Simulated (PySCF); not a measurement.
**C₆ coefficients of unlike pairs at UHF**

Calculated with PySCF 2.14 from the dipole response of each species, C₆(A,B) = (3/π) ∫ α_A(iu) α_B(iu) du, in atomic units, from isotropic polarisabilities. For ions this is the dispersion term alone; charge-induced terms of lower order in 1/R come first.

```tsv
species	configuration	basis	relativity	α (bohr³)	C₆ (like pair)
Rb⁺	[Kr] (1S)	def2-QZVPPD with the def2 core potential (28 electrons) (7s5p4d3f)	core potential	8.436	49.91
Bi⁻	[Xe] 4f14 5d10 6s2 6p4 (3P)	aug-cc-pwCVTZ-DK3 with one added diffuse shell each of s, d, f type (12s10p9d6f1g)	spin-free X2C	179.3	2810
As³⁺	[Ar] 3d10 4s2 (1S)	aug-cc-pwCVTZ-PP with ECP10MDF (8s7p6d4f1g)	core potential	7.740	25.06
Sb²⁺	[Kr] 4d10 5s2 5p1 (2P)	aug-cc-pwCVTZ-PP with ECP28MDF (8s7p6d4f1g)	core potential	16.96	108.4
```

Q: Estimate C₆ for As³⁺ with Bi⁻.

A: The integral gives 227.5. The combination rule 2 C_A C_B / (C_A α_B/α_A + C_B α_A/α_B) gives 200.7 and the geometric mean 265.4.

No spin-orbit coupling is included, so Bi⁻, close to jj coupling, stand for model states.

The other pairs:

```csv
pair,C₆
"Sb²⁺, As³⁺",52.05
"Bi⁻, Rb⁺",283.4
"Sb²⁺, Bi⁻",482.4
"Sb²⁺, Rb⁺",71.26
"As³⁺, Rb⁺",34.46
```
